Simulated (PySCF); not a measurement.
Bonding in `C1=COC(c2ccco2)=CC1`

C₉H₈O₂.
SMILES with atom numbers: `[CH:1]1=[CH:2][O:3][C:4]([c:5]2[cH:6][cH:7][cH:8][o:9]2)=[CH:10][CH2:11]1` (hydrogens: H12 on C1; H13 on C2; H14 on C6; H15 on C7; H16 on C8; H17 on C10; H18, H19 on C11)

Structure used (GFN2-xTB), in Å, numbered top down from 1:
```
atom  x, y, z in Å
C1    -2.961    0.097    0.098
C2    -2.270    0.108   -1.030
O3    -0.910    0.066   -1.131
C4    -0.222    0.007    0.060
C5     1.214   -0.034   -0.139
C6     1.952   -0.024   -1.295
C7     3.306   -0.080   -0.896
C8     3.294   -0.120    0.465
O9     2.035   -0.093    0.933
C10   -0.808   -0.008    1.260
C11   -2.295    0.036    1.444
H12   -4.037    0.133    0.068
H13   -2.721    0.152   -2.010
H14    1.567    0.018   -2.292
H15    4.167   -0.088   -1.533
H16    4.083   -0.167    1.188
H17   -0.189   -0.054    2.141
H18   -2.578    0.908    2.049
H19   -2.636   -0.849    1.998
```

Bond orders from the PBE0/pcSseg-1 density (PySCF). Geometry: GFN2-xTB, one conformer, isolated molecule.

Question: Where do the orders between heavy atoms depart from those drawn in the SMILES?

Answer: The largest departure is 0.456, at O9–C5 (drawn aromatic, 1.044), counting aromatic bonds as 1.5. Drawn double or triple, more than 0.30 short of the drawn order: C4–C10 (1.692). The bonds drawn aromatic range from 1.04 to 1.60.

Question: Set the Mayer orders of the bonds beside their lengths.

Answer: 
```
   bond  drawn as  length (Å)  Mayer order
  C1–C2    double       1.323        1.854
  C2–O3    single       1.364        0.997
  O3–C4    single       1.376        0.982
  C4–C5    single       1.450        1.061
  C5–C6  aromatic       1.372        1.493
  C6–C7  aromatic       1.412        1.273
  C7–C8  aromatic       1.361        1.596
  C8–O9  aromatic       1.343        1.088
 C4–C10    double       1.336        1.692
C10–C11    single       1.500        1.031
 C11–C1    single       1.502        1.029
  O9–C5  aromatic       1.352        1.044
 C1–H12    single       1.078        0.958
 C2–H13    single       1.080        0.979
 C6–H14    single       1.070        1.011
 C7–H15    single       1.071        0.984
 C8–H16    single       1.072        0.993
C10–H17    single       1.078        0.957
C11–H18    single       1.099        0.931
C11–H19    single       1.099        0.931
```

Bonds between the same two heavy elements. C–C: lowest C11–C1 and C10–C11 (1.029, 1.502 Å), highest C1–C2 (1.854, 1.323 Å). C–O: lowest O3–C4 (0.982, 1.376 Å), highest C8–O9 (1.088, 1.343 Å). Bonds named together lie within 0.004.

Question: Sum the orders of all bonds at each heavy atom with more than one neighbour and set the sums beside the valence in the SMILES.

Answer: C1 3.841 (drawn 4), C2 3.830 (drawn 4), O3 1.979 (drawn 2), C4 3.735 (drawn 4), C5 3.598 (drawn 4), C6 3.777 (drawn 4), C7 3.853 (drawn 4), C8 3.677 (drawn 4), O9 2.132 (drawn 2), C10 3.680 (drawn 4), C11 3.922 (drawn 4). Orders between atoms that aren't bonded are not in these sums.

For a closed shell the Mayer order of atoms A and B is Σ (PS)μν (PS)νμ over the basis functions μ on A and ν on B, with P the density and S the overlap matrix.

These values come from a run that also computed NMR shieldings. On an Intel Xeon at 2.50 GHz with one thread, no GPU, shared host, this took 3.8 min wall, 1.9 min CPU and 1.1 GiB of memory at its peak.
